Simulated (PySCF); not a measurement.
Compound: C3H10BN.
Atom-mapped SMILES: `[BH3-:1][NH2+:2][CH2:3][CH:4]=[CH2:5]` (hydrogens: H6, H7, H8 on B1; H9, H10 on N2; H11, H12 on C3; H13 on C4; H14, H15 on C5)

Torsions of this conformer, `[BH3-:1][NH2+:2][CH2:3][CH:4]=[CH2:5]`: B1–N2–C3–C4 179°, N2–C3–C4–C5 1°.

The closed-shell ground state was solved at several levels (PySCF, density fitting, gas phase, non-relativistic). Isolated species at its PBE0-D3(BJ)/def2-SVP geometry (one conformer only).

```
              level  basis functions  HOMO (eV)  LUMO (eV)  gap (eV)  dipole (D)
      PBE0/pcSseg-2              320      -7.71      -0.53      7.18        5.37
      PBE0/pcSseg-1              135      -7.69      -0.44      7.25        5.57
CAM-B3LYP/def2-SVPD              180      -9.15       0.65      9.80        5.43
```

Q: Estimate the row for B3LYP/pcJ-1, a basis of 235 functions; the other rows only guide the guess.

A: HOMO -7.51 eV, LUMO -0.67 eV, gap 6.84 eV, dipole 5.59 D.

Q: Over all these levels, which gives the widest orbital gap and which the narrowest?

A: CAM-B3LYP/def2-SVPD (range-separated hybrid) has the widest, 9.80 eV, and B3LYP/pcJ-1 (global hybrid, 20 % exact exchange) the narrowest, 6.84 eV. Functional and basis both differ between the two, so the spread mixes both effects.

Q: How far do the dipole and the HOMO energy spread over the levels?

A: The dipole runs from 5.37 to 5.59 D (mean 5.49 D) and the HOMO from -9.15 to -7.51 eV.
